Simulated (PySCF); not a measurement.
## Basis-set dependence of the ionisation energy of Ho

Ho [Xe] 4f11 6s2 (high-spin determinant) → Ho⁺ [Xe] 4f11 6s1 (high-spin determinant). Calculated with PySCF 2.14 from differences of total energies of unrestricted determinants, without spin-orbit coupling. Values in eV.

| basis | Hamiltonian | functions | UHF | PBE | PBE0 | MP2 (valence) |
| --- | --- | --- | --- | --- | --- | --- |
| cc-pVDZ-X2C | spin-free X2C | 84 | 4.934 | 6.122 | 5.954 | 5.903 |
| ANO-RCC-VTZP | spin-free X2C | 104 | 4.933 | 6.013 | 5.881 | 5.865 |
| x2c-TZVPPall | spin-free X2C | 113 | 4.923 | 5.968 | 5.848 | 5.896 |
| x2c-TZVPPall with one added diffuse shell each of s, p, d, f type | spin-free X2C | 129 | 4.930 | 6.042 | 5.894 | 5.953 |
| cc-pVTZ-X2C | spin-free X2C | 145 | 4.931 | 6.050 | 5.902 | 5.969 |
| cc-pwCVTZ-X2C | spin-free X2C | 186 | 4.930 | 6.052 | 5.903 | 5.980 |
| cc-pwCVTZ-X2C with one added diffuse shell of g type | spin-free X2C | 195 | 4.930 | 6.052 | 5.903 | 5.981 |

Frozen in the all-electron rows: valence: [Kr] 4d10.

Both determinants mix LS terms of the configuration, so the numbers do not refer to single terms; with the open shell unchanged, much of this cancels in the difference.

Between the lowest levels the reference is 6.021 eV (measured; NIST Atomic Spectra Database, ionization energies); it includes spin-orbit coupling, which these numbers lack.
